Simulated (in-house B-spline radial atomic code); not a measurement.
# RPA and G0W0 on PBEsol: Li

Configuration [He] 2s1, highest spin, mean-field start PBEsol. Computed with an all-electron radial atomic-structure program (B-spline basis): all electrons, non-relativistic, point nucleus, each spin shell either full or empty, empty states to l = 9 with an (l + 1/2)⁻⁴ tail; G0W0 by contour deformation at full frequency.

RPA overbinds a lone outer s electron by self-correlation, and G0W0 tends to as well.

Command:
```bash
python run_gw.py task.json out
```
Settings (radii: box in bohr, nucleus in fm):
```
Z                        3
electrons                3
configuration            [He] 2s1
hamiltonian              nr
method                   pbesol
lmax                     9
spin_polarised           True
box_radius               40
intervals                46
ion_configuration        1s2
```

Run time, properties included: 1.3 s on 1 thread of Arm Neoverse N1, on a shared host.

Energies (hartree):

```tsv
term	value
mean-field total	-7.39755
Hartree-Fock functional on these orbitals	-7.43077
direct second order	-0.13284
second-order exchange	0.082835
SOSEX correction	0.067171
```

Problem. What is the RPA correlation energy, and what remains with SOSEX?

Solution. RPA gives -0.11236 hartree (-1.02 eV per electron); RPA + SOSEX gives -0.045185, and the second-order doubles -0.050009 hartree (no singles). SOSEX takes back 60 % of the RPA value.

Quasi-particle levels (eV):

| level | occupied | mean field | Σx - vxc | Σc | QP weight | G0W0 |
| --- | --- | --- | --- | --- | --- | --- |
| 2s up | yes | -3.161 | -2.19 | ? | ? | ? |
| 2p up | no | -1.295 | 2.34 | -0.86 | 0.801 | 0.184 |

G0W0 = mean field + (Σx - vxc) + Σc, with Σc (partial-wave tail included) taken at the quasi-particle energy. Levels of low weight are left out. An empty level above zero is unbound and depends on the box.

Problem. Where does G0W0 put 2s up?

Solution. At -5.500 eV, with Σc = -0.15 eV and a quasi-particle weight of 0.630. The tabulated removal energy is 5.392 eV (NIST, measured).

Problem. What does it cost to remove one electron (to 1s2) by differences of total energies, each species on its own start (correlation terms add to the Hartree-Fock functional)?

Solution. PBEsol 5.473 eV, Hartree-Fock functional 5.327 eV, + RPA 6.016 eV, + RPA + SOSEX 5.373 eV, + second order 5.386 eV. Tabulated: 5.392 eV (NIST, measured).
